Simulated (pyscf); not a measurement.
A first-order saddle from PySCF, ωB97X-D3(BJ)/def2-SVP:

```xyz
4

In     0.4234    -0.2991     0.3119
As    -2.0364    -0.0318     0.8516
H     -0.3184    -1.7544    -0.4827
H     -1.9934     0.6175    -0.5368
```

Surface: singlet, charge 0. Lowest wavenumbers (cm⁻¹): 868i, 234, 386, 576, 1501.

### Question
Which two sides does it connect, and which bonds change?

### Answer
H₂As–In [singlet] <-> HAs=InH, a hydrogen shift read from left to right: As–H broken and H–In formed. At CCSD(T)/def2-TZVPP + ΔMP2(QZVPP) it lies +2.17 eV from the left side and +1.27 eV from the right (each side as separated species at their lowest minima found). One saddle was located; it need not be the lowest between these sides. A restricted solution here is unstable towards spin polarisation, so biradical character is likely and single-reference numbers are less safe. The CCSD(T) − MP2 part came from Ansatz, without density fitting, on the same reference. The frozen core leaves the outer d or s,p core shells of the metals and heavy elements correlated in the MP2 and CC values, and def2-TZVPP describes them poorly, which can shift differences by a few kcal/mol. Elements up to Kr have no core potential and no relativistic terms here. Elements past Kr carry the def2 core potentials, without spin-orbit coupling.
